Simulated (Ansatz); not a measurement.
Sn₅⁻. Charge -1, multiplicity 2. Geometry PBE-D4/def2-SVPD.

```xyz
5

Sn   -0.376   -0.884   -2.677
Sn   -1.017    0.461    2.613
Sn    1.494   -0.177    1.389
Sn   -1.342   -0.415   -0.058
Sn    1.241    1.015   -1.266
```

In the def2 sets Sn takes a core potential; there is no spin–orbit coupling. Another isomer (doublet) lies 0.85 eV lower at PBE0-D4/def2-TZVPD; other spin states weren't run for this one.

Problem. Estimate the α-spin orbital energies around the gap (eV) in Ansatz with PBE-D4/def2-TZVPD, BLYP-D4/def2-TZVPD, r2SCAN-D4/def2-TZVPD, PBE0-D4/def2-TZVPD, BHLYP-D4/def2-TZVPD.

Solution. 
```
orbital  PBE-D4/def2-TZVPD  BLYP-D4/def2-TZVPD  r2SCAN-D4/def2-TZVPD  PBE0-D4/def2-TZVPD  BHLYP-D4/def2-TZVPD
 HOMO−9              -7.74               -7.57                 -8.22               -9.21               -10.50
 HOMO−8              -6.68               -6.56                 -7.03               -7.95                -9.09
 HOMO−7              -5.29               -5.18                 -5.57               -6.36                -7.29
 HOMO−6              -5.17               -5.06                 -5.45               -6.21                -7.13
 HOMO−5              -1.74               -1.51                 -1.97               -2.50                -3.01
 HOMO−4              -1.65               -1.44                 -1.88               -2.42                -2.99
 HOMO−3              -1.49               -1.26                 -1.70               -2.24                -2.79
 HOMO−2              -1.36               -1.14                 -1.55               -2.05                -2.53
 HOMO−1              -0.80               -0.60                 -0.95               -1.44                -1.89
   HOMO              -0.27               -0.05                 -0.52               -0.90                -1.32
   LUMO               0.62                0.78                  0.61                1.09                 1.70
 LUMO+1               0.74                0.92                  0.69                1.21                 1.84
 LUMO+2               1.25                1.40                  1.37                1.75                 2.36
 LUMO+3               1.30                1.45                  1.41                1.84                 2.51
 LUMO+4               1.86                1.95                  2.14                2.34                 2.79
 LUMO+5               2.30                2.37                  2.65                2.76                 3.17
 β HOMO              -0.72               -0.54                 -0.89               -1.37                -1.85
 β LUMO               0.14                0.25                  0.26                0.67                 1.30
```
